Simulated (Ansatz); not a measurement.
F₄OW, SMILES `[O]=[W]([F])([F])([F])[F]`. The species carries charge 0 and has multiplicity 1. Correlated methods include outer-core shells of W, which these sets cover unevenly. W takes the def2 core potential.

Z-matrix (Å, degrees):
```
W
F 1 1.848
F 1 1.848 2 86.1
F 1 1.848 2 86.1 3 151.0
O 1 1.670 2 105.2 3 -104.5
F 1 1.848 2 149.6 3 75.5
```

Question: Give the diagnostics of a CCSD(T)/def2-TZVPP run (frozen core, Ansatz). (Estimate.)

Answer: Computed: T1 = 0.0209, largest single amplitude 0.076, largest double 0.057, (T) share of the correlation energy 4.3 %, 12 CCSD cycles. The RHF solution is stable towards an unrestricted one. T1 lies over the customary mark of 0.02 for closed shells; compounds of d metals often pass it without a breakdown.
